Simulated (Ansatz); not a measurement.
Program: Ansatz. Geometries: PBE0-D4/def2-TZVP. ΔE: electronic, gas phase. CCSD(T)/CBS adds triple-zeta CCSD(T) − MP2 to the extrapolated MP2 energy (def2 sets, frozen cores). This one scheme is used for every species. Functionals use def2-TZVPP. B3LYP here is the variant with VWN-RPA as its local correlation; programs differ in this. Elements past krypton have def2 core potentials. For W outer-core shells are correlated without core-valence functions, which leaves a few kJ/mol of doubt a bond. One conformer a species, not always the lowest.

`[NH]=[W](=[NH])([NH2])[NH2]` + HCl → `[NH]=[W](=[NH])([NH2])[Cl]` + NH₃  (ligand exchange at a W–N bond)

`[NH]=[W](=[NH])([NH2])[NH2]`:

Cartesian coordinates in Å:
```
N 0.497 1.529 0.954
W -0.084 0.068 0.168
N -1.432 -0.767 0.926
N 1.416 -1.191 0.130
N -0.671 0.583 -1.628
H 0.531 2.258 1.649
H -2.152 -0.937 1.609
H 1.309 -2.190 0.195
H 2.381 -0.914 0.211
H -1.434 0.142 -2.115
H -0.362 1.418 -2.100
```

HCl:

```xyz
2

Cl    0.220    0.541   -0.261
H    -0.220   -0.541    0.261
```

`[NH]=[W](=[NH])([NH2])[Cl]`:

Z-matrix (Å, degrees):
```
W
N 1 1.748
N 1 1.941 2 106.7
N 1 1.748 2 113.4 3 -117.3
Cl 1 2.301 2 108.8 3 121.6
H 2 1.008 1 156.3 3 121.5
H 3 1.008 1 123.2 2 20.0
H 3 1.008 1 123.2 2 -141.7
H 4 1.008 1 156.5 2 -4.2
```

NH₃:

Z-matrix (Å, degrees):
```
N
H 1 1.013
H 1 1.013 2 107.1
H 1 1.013 2 107.1 3 -114.5
```

(1) Is it downhill or uphill in electronic energy at CCSD(T)/CBS, and by how much? (An estimate is asked.)

(2) What do these levels give: BLYP-D4, PBE0-D4, B3LYP-D4, ωB97X-V, B2PLYP, PBE-QIDH, PBE, B3LYP, r2SCANh, MP2/def2-SVP, CCSD(T)/def2-SVP, SCS-MP2/def2-QZVPP? (Best estimate.)

Largest T1 diagnostic among the species: 0.020.

Answers

(1) Computed: Downhill: ΔE = -75.1 kJ/mol.

(2) Ansatz gave: BLYP-D4 -74.1, PBE0-D4 -76.9, B3LYP-D4 -74.9, ωB97X-V -72.3, B2PLYP -79.6, PBE-QIDH -81.1, PBE -76.7, B3LYP -75.5, r2SCANh -79.0, MP2/def2-SVP -82.4, CCSD(T)/def2-SVP -71.6, SCS-MP2/def2-QZVPP -83.9 kJ/mol.

At CCSD(T), def2-SVP lies +3.5 kJ/mol from the extrapolated value and def2-TZVPP +1.7 kJ/mol. Leaving LDA and LC-ωPBE aside and taking each functional with its dispersion term where it has one, the values, not all of them listed here, spread over 12.6 kJ/mol, from B97M-V to CAM-B3LYP-D4. LDA lies +8.6 kJ/mol from PBE without D4.
